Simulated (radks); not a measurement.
Q: These are the eigenvalues of the occupied orbitals of an atom or ion with whole-number occupations (eV). Calculated with a radial shooting solver on a logarithmic mesh with Libxc functionals: scalar-relativistic Kohn-Sham, BLYP, spin-polarised, spherical densities, finite nucleus; Fermi nuclear charge, rms radius of each element as measured or else 0.836 A^(1/3) + 0.57 fm.

1s down: -4414.883
1s up: -4414.875
2s up: -489.8764
2s down: -489.6425
2p up: -404.0120
2p down: -403.8299
3s up: -70.5998
3s down: -69.7079
3p up: -49.2078
3p down: -48.3231
3d up: -18.2603

Which element is it, and in what charge state? The configuration may be excited. Open shells, if any, are filled with parallel spins first.

A: Z = 21, scandium, charge +2: Sc2+ in [Ar] 3d1. The list shows which subshells hold electrons but not how many an open one holds; the 1s level, -162.24 hartree, gives Z - s = 18.0 by -(Z - s)^2/2, which with screening and relativity narrows Z to a few neighbours, and the depths of the outer levels then fix element, charge and occupations together.
